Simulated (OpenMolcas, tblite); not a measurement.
**How methods differ on SnHCl3O (SMILES [OH][Sn]([Cl])([Cl])[Cl])**

SnHCl3O has 6 atoms, charge 0, and is taken as a singlet. SMILES: `[OH][Sn]([Cl])([Cl])[Cl]`. The coordinates come from a PBE0-D4/def2-TZVP relaxation.

Each level gives the HOMO–LUMO gap (eV). The values are calculated.

```
                           level            kind     program  value (eV)   CPU time
                        GFN1-xTB  semi-empirical      tblite        3.56  under 2 s
    HF/def2-SVP (core potential)    Hartree–Fock  OpenMolcas       14.21       10 s
 SVWN5/def2-SVP (core potential)             LDA  OpenMolcas        4.08       17 s
  BLYP/def2-SVP (core potential)             GGA  OpenMolcas        4.14       23 s
 M06-L/def2-SVP (core potential)        meta-GGA  OpenMolcas        4.86       27 s
r2SCAN/def2-SVP (core potential)        meta-GGA  OpenMolcas        4.80       28 s
 B3LYP/def2-SVP (core potential)   global hybrid  OpenMolcas        6.19       24 s
B2PLYP/def2-SVP (core potential)   double hybrid  OpenMolcas        9.44       16 s
```

The values span 3.56 to 14.21 eV. Orbital gaps aren't excitation energies, and those of double hybrids come from the SCF part alone; they tend to grow with the share of exact exchange. CPU times are rough (shared hosts, several kinds of processor and program).
